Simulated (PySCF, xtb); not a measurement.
(E)-1-bromo-2-chloro-1-fluoroethene (C2HBrClF), SMILES F/C(Br)=C\Cl.

Harmonic wavenumbers (cm⁻¹) from GFN2-xTB (xtb) at its own minimum, in rising order: 150, 176, 252, 313, 441, 708, 767, 788, 1027, 1200, 1659, 3098.

What does PySCF with ωB97X-D3(BJ)/def2-SVP give at its own minimum? (An estimate is asked for; the answer gives what the named calculation found.)

180, 183, 285, 361, 557, 808, 818, 872, 1131, 1325, 1775, 3280. Paired by order, the mean absolute difference is 83 cm⁻¹ and the zero-point energies are 15.1 and 16.5 kcal/mol.
